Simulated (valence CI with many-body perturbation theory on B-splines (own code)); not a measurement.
Results of a calculation; reference values are marked as such.
# Ga XXVII: what the settings do

Level of theory: configuration interaction combined with many-body perturbation theory (CI+MBPT): three valence electrons over a frozen Dirac-Fock core [He], a basis of 6 s, 6 p, 5 d, 3 f, 1 g functions for each j, with the one-electron correlation potential Σ1 (screened to all orders), the two-electron term Σ2, the three-electron term Σ3, Breit, model QED; selected single and double excitations, second order for the rest, scaled by the run's own slope (own B-spline code, finite nucleus).

No measured spectrum was set against this ion. As an estimate, large intervals hold to a few tenths of a per cent, small ones and those within an open d or f shell to about a per cent.

The reference run has the lowest level 2s²2p ²P°_1/2 and an ionisation energy of 2683.62 eV. Its largest variational space holds 4317 state functions.

Names give the largest LS component (configuration and term), which can be under half, so a name can repeat, a term be missing and a line seem to break the LS rules; names also repeat where a configuration has a term twice.

Changed runs:
A. size limit of the variational space 10000 → 1500; second order for the rest on → off
B. box radius (bohr) 2.1618 → 7.16; scale of Σ1 1 → 0
C. three-electron term on → off
D. cutoff of virtual states (hartree) 1922 → 140.17 (bad on purpose)

Excitation energies of the reference run in cm⁻¹, and shifts in cm⁻¹:

```
                 Level  Reference         A      B       C      D
         2s²2p ²P°_3/2     256267      +111   -197    +5.5   -203
          2s2p² ⁴P_1/2     542768      -6.1  +1447     -72   +341
          2s2p² ⁴P_3/2     684313       +57  +1296    -110    +47
          2s2p² ⁴P_5/2     780248       +76  +1247     -60   +158
          2s2p² ²D_3/2    1030780      +137  +1270    +241  +1373
          2s2p² ²D_5/2    1117030      +147  +1136    +169  +1007
          2s2p² ²P_1/2    1131300      -3.5  +1341    +398  +1616
          2s2p² ²S_1/2    1405100      -4.9  +1094    +429  +1583
          2s2p² ²P_3/2    1417510      +228  +1122    +392  +1387
           2p³ ⁴S°_3/2    1704070       +81  +2764    +318  +1415
           2p³ ²D°_3/2    1909620      +129  +2657    +307  +1845
           2p³ ²D°_5/2    1976330      +175  +2623    +298  +1991
Ionisation energy (eV)    2683.62  -0.00097  -0.33  +0.037  -0.33
```
